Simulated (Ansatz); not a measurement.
Ideal-gas functions of CH₃AlBrF, SMILES `F[CH2][AlH][Br]` at 500 K and 1 bar, from an Ansatz frequency run at PBE0-D4/def2-TZVP.

Molar mass 140.92 g/mol, point group Cs (symmetry number 1), electronic degeneracy 1, moments of inertia 70.405, 323.11, 390.42 u Å². Harmonic wavenumbers (cm⁻¹, unscaled): 63, 79, 305, 374, 403, 554, 650, 695, 1062, 1243, 1276, 1449, 1954, 3008, 3052.

Use S(trans) = R[1.5 ln M + 2.5 ln T − 1.1517]; rotational temperatures θ = 24.2544 K / I; S(rot) = R[ln(√π/σ · √(T³/θAθBθC)) + 1.5]; for each mode x = 1.438777 ν̃/T, S = R[x/(eˣ − 1) − ln(1 − e⁻ˣ)] and H = RT x/(eˣ − 1); 1 cm⁻¹ = 0.0119627 kJ/mol; R = 8.31446 J/(mol·K).

By hand: the entropy, in J/(mol·K).

Translation 181.3. Rotation: θ = 0.3445, 0.0751, 0.0621 K, giving 121.5. Vibration, mode by mode: 22.52, 20.65, 9.66, 8.09, 7.53, 5.27, 4.22, 3.81, 1.66, 1.09, 1.01, 0.67, 0.20, 0.01, 0.01, in all 86.4. Electronic 0.0. Sum 389.2 J/(mol·K).

By hand: H − E and G − E in kJ/mol, counted from the electronic energy.

Zero-point energy ½ × 16167 × 0.0119627 = 96.7; thermal vibration 20.8; translation, rotation and pV give 4 RT = 16.6. H − E = 134.1 kJ/mol, and G − E = 134.1 − 500 × 389.2/1000 = -60.5 kJ/mol.

Vibration gives 22 % of the entropy, 43.2 J/(mol·K) of it from the modes under 150 cm⁻¹: soft modes count most, and the harmonic formula is weakest for them. The sum counts one conformer and one mirror image; others add a mixing term.
